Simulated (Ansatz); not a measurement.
`CNB(Cl)Cl` + H–F → `FB(Cl)Cl` + CH₃NH₂ at 400 K and 1 bar (ligand exchange at a B–N bond).

Gas-phase electronic energies from Ansatz, PBE0-D4/def2-TZVP geometries. CCSD(T)/CBS is the MP2 limit (def2-TZVPP, def2-QZVPP) plus CCSD(T) − MP2 in def2-TZVPP, frozen cores. This one scheme is used for every species. One conformer a species, not always the lowest.

```tsv
species	CCSD(T)/CBS energy (Eh)	H − E (kJ/mol)	S (J/(mol·K))
`CNB(Cl)Cl`	-1039.64309	192.9	364.1
H–F	-100.39570	36.5	182.2
`FB(Cl)Cl`	-1044.28221	43.9	305.5
CH₃NH₂	-95.75281	185.4	256.0
```

H − E and S are ideal-gas, rigid-rotor, harmonic terms from PBE0-D4/def2-TZVP, for one conformer and one mirror image of each species. 1 Eh = 2625.50 kJ/mol, R = 8.31446 J/(mol·K).

Q: By hand: ΔE, ΔH, ΔS and ΔG.

A: ΔE = (-1044.28221) + (-95.75281) − (-1039.64309) − (-100.39570) = 0.00377 Eh = 9.9 kJ/mol. Δ(H − E) = 43.9 + 185.4 − 192.9 − 36.5 = -0.1, so ΔH = 9.8 kJ/mol. ΔS = 305.5 + 256.0 − 364.1 − 182.2 = 15.2 J/(mol·K). ΔG = 9.8 − 400 × (15.2)/1000 = 3.7 kJ/mol.

Q: By hand: the equilibrium constant, and the temperature at which ΔG would vanish if ΔH and ΔS stayed fixed.

A: log₁₀ K = −ΔG/(RT ln 10) = -0.5. ΔG = 0 at ΔH/ΔS = 645 K, though so small a ΔH makes that figure unsure.

TΔS isn't small against ΔH here. The sign of ΔG lies within the doubt. A doubt of 5 kJ/mol in ΔE shifts log₁₀ K by 0.7 here. Other conformers and mirror images would add mixing entropy, several J/(mol·K) or more a flexible species. These are equilibria of isolated gas molecules and say nothing of rates. Largest T1 diagnostic: 0.012 (customary marks: 0.02 for closed shells, 0.045 for open ones).
